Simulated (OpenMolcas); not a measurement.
## Ir5+: effect of the basis set

| Quantity | Value |
| --- | --- |
| Program | OpenMolcas |
| Method | SS-RASPT2, IPEA 0.25 Eh, imaginary shift 0.1 Eh (closed shells correlated: 5s) |
| Active space | 10 electrons in 8 orbitals (RAS1 5p, at most 2 holes; RAS2 5d) |
| State averaging | 2S+1 = 5 even, 5 roots; 2S+1 = 3 even, 45 roots; 2S+1 = 1 even, 50 roots |
| Spin-orbit coupling | state interaction with AMFI integrals over the reference wave functions, term energies averaged over their components |

A. ANO-R2 [8s6p5d3f1g], X2C, finite nucleus; CASPT2 step roughly 90 core-seconds
B. ANO-RCC-VTZP [8s7p5d3f1g], DKH2, point nucleus; CASPT2 step of the order of 110 core-seconds
C. ANO-RCC-VQZP [9s8p6d4f2g1h], DKH2, point nucleus; CASPT2 step about 2.2 core-minutes

Energies in cm-1 above 5d4 5D0.

| Level | A | B | C |
| --- | --- | --- | --- |
| 5d4 5D0 [59 %] | 0.0 | 0.0 | 0.0 |
| 5d4 5D1 | 5950 | 6220 | 5900 |
| 5d4 5D2 | 10840 | 11240 | 10740 |
| 5d4 5D3 | 14450 | 14890 | 14300 |
| 5d4 5D4 [58 %] | 16560 | 16890 | 16350 |
| 5d4 3H4 [54 %] | 25250 | 25540 | 24850 |
| 5d4 3G3 [61 %] | 29450 | 29670 | 29060 |
| 5d4 3F2(1) [62 %] | 30260 | 30430 | 29900 |
| 5d4 3H5 | 31420 | 31740 | 30940 |
| 5d4 3P1(1) [73 %] | 31470 | 31810 | 31120 |
| 5d4 3H6 [70 %] | 34070 | 34390 | 33510 |
| 5d4 3G4 [61 %] | 37130 | 37470 | 36630 |
| 5d4 3G5 | 46110 | 46650 | 45530 |
| 5d4 3D1 | 47580 | 48030 | 47140 |
| 5d4 1I6 [70 %] | 48290 | 48750 | 47560 |
| 5d4 1S0(1) [71 %] | 54860 | 55200 | 54340 |
| 5d4 1F3 [59 %] | 56880 | 57230 | 56310 |
| 5d4 3P2(2) [62 %] | 59930 | 60110 | 59480 |
| 5d4 3F3(2) | 67650 | 67980 | 67060 |
| 5d4 3P1(2) | 68240 | 68560 | 67740 |
| 5d4 3P0(2) | 71990 | 72300 | 71450 |
| 5d4 1G4(2) [72 %] | 72170 | 72430 | 71460 |
| 5d4 1D2(2) | 87280 | 87350 | 86590 |
| 5d4 1S0(2) | 108910 | 108820 | 108150 |

Among A to C the level of the table that moves most is 5d4 1I6 [70 %], by 1200 cm-1 (lowest in C, highest in B). Moves below CASPT2's spread within the term are not significant.

Term energies are means over components that CASPT2 splits; among the terms shown or strongly mixed into the levels shown the widest spread is 290 cm-1 (5d4 1G(2), B). Active for correlation alone: 5p; no level in the range computed is led by a configuration that opens it, so any true level of that kind is missing. The CASPT2 spread within a term exceeds the gap to the next term for 5d4 3P(2) and 5d4 3F(2), so the order of their levels is uncertain, and so are names and mixing where such terms share a J (holds for C). Only configurations of the active space appear. Levels that lie high or do not pair safely by name in every column are left out.

A share in square brackets marks a mixed level and gives the weight of the term that names it, the lowest over the columns. A number in round brackets counts repeated terms of one configuration in the order of the reference energies.
